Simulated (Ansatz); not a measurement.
The same group exchange along the group O, S, Se.

Computed with Ansatz on PBE0-D4/def2-TZVP structures; ΔE is electronic, products minus reactants. CCSD(T)/CBS adds triple-zeta CCSD(T) − MP2 to the extrapolated MP2 energy (def2 sets, frozen cores). This one scheme is used for every species. DFT in def2-TZVPP. For Se outer-core shells are correlated without core-valence functions, which leaves a few kJ/mol of doubt a bond. Scalar relativity is left out up to krypton.

```tsv
reaction	PBE0-D4 (eV)	ωB97X-V (eV)
dimethyl ether + SiH₄ → `CO[SiH3]` + CH₄	-1.70	-1.72
`CSC` + SiH₄ → `CS[SiH3]` + CH₄	-1.10	-1.06
dimethyl selenide + SiH₄ → `C[Se][SiH3]` + CH₄	-1.13	-1.07
```

Give the CCSD(T)/CBS values in the same order. (Best estimate.)

Computed: -1.80, -1.10, -1.11 eV.

Largest T1 diagnostic: 0.011, for SiH₄.
